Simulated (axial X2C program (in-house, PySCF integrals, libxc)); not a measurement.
**SnSH: properties at the nuclei**

Calculated with an axial X2C code built on PySCF integrals: two-component X2C with atomic mean-field Coulomb and Gaunt terms, Gaussian nuclei, basis Sn dyall-v3z, S dyall-av3z, H dyall-v3z with contracted cores.

Sn–S–H held linear, with bonds 2.404 and 1.343 Å (near the PBE0 minimum at charge 0 of the determinant lowest at the starting distance; the state shown can have its own minimum elsewhere, held linear; other orders of the atoms were not compared).

Determinant lowest in the PBE0 search, Ω = 1/2 (⟨Sz⟩ = -0.49, ⟨Lz⟩ = 0.99 at PBE0), spin on the atoms Sn -0.48, S -0.02, H 0.01:

```json
{"level": "PBE0", "Eeff magnitude (GV/cm)": "1.58", "Ws magnitude Sn (kHz)": "1.69", "A∥/gI Sn (MHz)": "2730", "qzz Sn (a.u.)": "1.82", "A∥/gI S (MHz)": "205", "qzz S (a.u.)": "2.00", "A∥/gI H (MHz)": "7.23", "qzz H (a.u.)": "0.24", "μ (D)": "-1.81"}
{"level": "HF", "Eeff magnitude (GV/cm)": "1.3", "Ws magnitude Sn (kHz)": "1.39", "A∥/gI Sn (MHz)": "2690", "qzz Sn (a.u.)": "1.52", "A∥/gI S (MHz)": "130", "qzz S (a.u.)": "1.99", "A∥/gI H (MHz)": "7.23", "qzz H (a.u.)": "0.24", "μ (D)": "-2.19"}
{"level": "LDA", "Eeff magnitude (GV/cm)": "1.89", "Ws magnitude Sn (kHz)": "2.03", "A∥/gI Sn (MHz)": "2660", "qzz Sn (a.u.)": "2.00", "A∥/gI S (MHz)": "253", "qzz S (a.u.)": "1.94", "A∥/gI H (MHz)": "6.9", "qzz H (a.u.)": "0.24", "μ (D)": "-1.44"}
```

Determinant 0.30 eV from it at PBE0 and this distance, Ω = 3/2 (⟨Sz⟩ = 0.50, ⟨Lz⟩ = 1.00 at PBE0), spin on the atoms Sn 0.50, S 0.00, H -0.01:

```
level  Eeff magnitude (GV/cm)  Ws magnitude Sn (kHz)  A∥/gI Sn (MHz)  qzz Sn (a.u.)  A∥/gI S (MHz)  qzz S (a.u.)  A∥/gI H (MHz)  qzz H (a.u.)  μ (D)
 PBE0                   0.577                  0.242             207           1.54           45.5          1.98          0.172          0.24  -1.59
   HF                    2.87                   1.13             211           1.15           48.3          1.97        -0.0861          0.24  -2.00
  LDA                   0.048                 0.0384             258           1.77           43.4          1.92          0.472          0.24  -1.20
```

Eeff is the effective electric field on the electron electric dipole moment in this Ω state and Ws the scalar–pseudoscalar constant of the nucleus named (defined with the proton number Z and per Ω); A∥ (defined per Ω) follows by multiplying with gI = μI/(I μN); qzz is the electric field gradient, eQq0 = 234.96 MHz × Q/barn × qzz; μ is positive if the H end (last atom) is positive. The operators were transformed with the bare-nucleus X2C matrices; with these basis sets, hyperfine constants and field gradients can be off by tens of per cent, and where levels differ in sign neither size nor sign is settled.

Problem. With gI(119Sn) = -2.0946, gI(33S) = 0.4292, Q(33S) = -0.0694 barn, gI(1H) = 5.5857 (g factors from the IAEA table of nuclear moments by Stone; Q from Pyykkö, Mol. Phys. 2018), turn the PBE0 values of the first state into constants in MHz.

Solution. A∥(119Sn) = 2730 × -2.0946 = -5720 MHz; A∥(33S) = 205 × 0.4292 = 88 MHz; eQq0(33S) = 234.96 × (-0.0694) × (2.00) = -32.6 MHz; A∥(1H) = 7.23 × 5.5857 = 40.4 MHz.

The molecule was held linear; bending was not examined, so a bent shape may lie lower. Hydrosulfides and their kin are strongly bent in nature, so this linear model does not describe the real molecule.

Each state is one determinant with collinear spin. Unrestricted Hartree–Fock can overshoot spin polarisation at the nuclei. Where Eeff spreads by more than a factor of two the levels disagree and none is to be relied on. The search compared states at one distance, so a state with another bond length can lie lower. PBE0 term energies can be off by some tenths of an eV.
